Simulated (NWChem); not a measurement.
# SiH4SeS; SMILES [SiH3][Se]S

```xyz
7

Se     0.7790    -0.0412     0.0081
S     -0.7593    -1.6551     0.0537
H     -0.8854    -1.7975    -1.2870
Si    -0.7382     1.6790     0.0095
H     -1.5992     1.6158     1.2246
H     -1.5878     1.6210    -1.2158
H      0.0688     2.9373     0.0116
```
Atoms are numbered in this order, from 1.

Results from NWChem. Pople sets run with spherical d functions. All runs use the structure optimised with PBE0/def2-SVP. LC-ωPBE (HJS hole) with 6-31G*; x = 1 − exp(−ω/0.25 bohr⁻¹) is a scale chosen for this fit.

```
row           x  −ε(HOMO) (eV)
--------  -----  -------------
ω = 0.10  0.330           7.41
ω = 0.15  0.451           8.02
ω = 0.20  0.551           8.52
ω = 0.35  0.753       withheld
ω = 0.40  0.798           9.79
```

**Question.** Fit a straight line of the last column on the one before it, predict the withheld value, and compare with the run.

**Answer.** 
1. Means of the 4 shown rows: x = 0.5325, y = 8.435. Slope Σ(x − x̄)(y − ȳ)/Σ(x − x̄)² = 0.6027/0.1185 = 5.087; intercept 5.726.
2. The shown rows scatter about the line by 0.006 (root mean square); the largest residual is -0.01, at ω = 0.20.
3. At x = 0.753 (ω = 0.35; inside the shown range) the line gives 9.56.
4. The run gives 9.56, 0.00 from the line.
